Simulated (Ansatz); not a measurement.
Calculated with Ansatz (gas phase, PBE0-D4/def2-TZVP geometries, no zero-point term in ΔE). CCSD(T)/CBS is the MP2 limit (def2-TZVPP, def2-QZVPP) plus CCSD(T) − MP2 in def2-TZVPP, frozen cores. This one scheme is used for every species. Each species was taken in one conformer, which may not be the lowest.

Consider the ligand exchange at a B–C bond: `BC(=C)C` + `CO[SiH2]N` → `BN[SiH2]OC` + `C=CC`.

```tsv
species	CCSD(T)/CBS(def2) energy (Eh)
`BC(=C)C`	-143.12562
`CO[SiH2]N`	-461.28168
`BN[SiH2]OC`	-486.70396
`C=CC`	-117.74610
```

Task: Work out ΔE.

Result: ΔE = (-486.70396) + (-117.74610) − (-143.12562) − (-461.28168) = -0.04276 Eh = -1.16 eV.

Largest T1 diagnostic among the species: 0.012.
